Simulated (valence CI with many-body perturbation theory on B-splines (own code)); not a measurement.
Values are calculated unless marked as measured or tabulated.
## Sensitivity of CI+MBPT for Tc21+

Level of theory: valence CI with perturbative core correlation (CI+MBPT): four valence electrons over a frozen Dirac-Fock core [Ar], radial functions for each j: 6 s, 6 p, 5 d, 5 f, 1 g, with the one-electron correlation potential Σ1 (screened to all orders), the two-electron term Σ2, the three-electron term Σ3, Breit, model QED; selected single and double excitations, second order for the rest, scaled by the run's own slope (own B-spline code, finite nucleus).

No measured spectrum was set against this ion. As an estimate, terms of the open shell hold to 2 to 4 % of their energy, and close levels can change places. Only levels of the ground parity were solved; by the run's estimate the other parity begins above the list, which can be wrong where configurations are misplaced.

The reference run has the lowest level 3d⁴ ⁵D_0 and an ionisation energy of 967.607 eV. Its largest variational space holds 8055 state functions.

Names give the largest LS component (configuration and term), which can be under half, so a name can repeat, a term be missing and a line seem to break the LS rules; names also repeat where a configuration has a term twice. Letters in brackets count levels of one name in rising energy.

Changed runs:
A. scale of Σ1 1 → 0
B. size limit of the variational space 10000 → 3000; second order for the rest on → off; Breit term on → off
C. correlating orbitals by l 3 3 3 3 1 → 5 2 2 1 0
D. start configuration 3d4 → 3s4 (bad on purpose)

Excitation energies of the reference run in cm⁻¹, and shifts in cm⁻¹:

```csv
Level,Reference,A,B,C
3d⁴ ⁵D_1,12587,-266,+1154,-106
3d⁴ ⁵D_2,25018,-453,+2450,-141
3d⁴ ⁵D_3,35816,-565,+3450,-122
3d⁴ ⁵D_4,44439,-597,+4286,-48
3d⁴ ³P_0,75775,-473,+1105,+412
3d⁴ ³H_4,84415,-464,+3441,+607
3d⁴ ³G_3,101466,-578,+3156,+674
3d⁴ ³H_5,103141,-694,+4383,+660
3d⁴ ³P_1,103415,-723,+2461,+598
3d⁴ ³F_2,105478,-598,+2923,+738
3d⁴ ³H_6,111355,-759,+5541,+720
3d⁴ ³G_4 [a],120960,-888,+4845,+638
Ionisation energy (eV),967.607,-2.485,+0.373,-0.064
```

Run D: It gave no result: a shell was given more electrons than it holds. The program said: "a valence shell holds more than 4l+2 electrons".
